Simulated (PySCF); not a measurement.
# Ruthenium: highly charged ions in a basis for the neutral atom

Ru⁸⁺ [Kr], Ru⁹⁺ [Ar] 3d10 4s2 4p5. Calculation: PySCF 2.14, in def2-SVP with the def2 core potential (28 electrons) (5s3p2d1f, 31 functions); a scalar-relativistic core potential. No spin-orbit coupling, so a gap to NIST mixes the basis error with missing relativistic terms.

Changed run: basis of the neutral atom used for a highly charged ion. This setting is unsound on purpose.

```csv
species,method,sound run (hartree),changed run (hartree),converged
Ru⁸⁺,UHF,not run,-78.11123,yes
Ru⁸⁺,TPSS,not run,-78.44589,yes
Ru⁸⁺,MN15,not run,-78.32947,yes
Ru⁹⁺,UHF,not run,-71.45993,yes
Ru⁹⁺,TPSS,not run,-71.76500,yes
Ru⁹⁺,MN15,not run,-71.65286,yes
```

Ionisation energy of Ru⁸⁺:

| method | changed run (eV) | NIST (eV) |
| --- | --- | --- |
| UHF | 180.99 | 178.41 ± 0.05 |
| TPSS | 181.80 | 178.41 ± 0.05 |
| MN15 | 181.68 | 178.41 ± 0.05 |

The contracted functions were made for the neutral atom and can be too rigid for a highly charged ion.
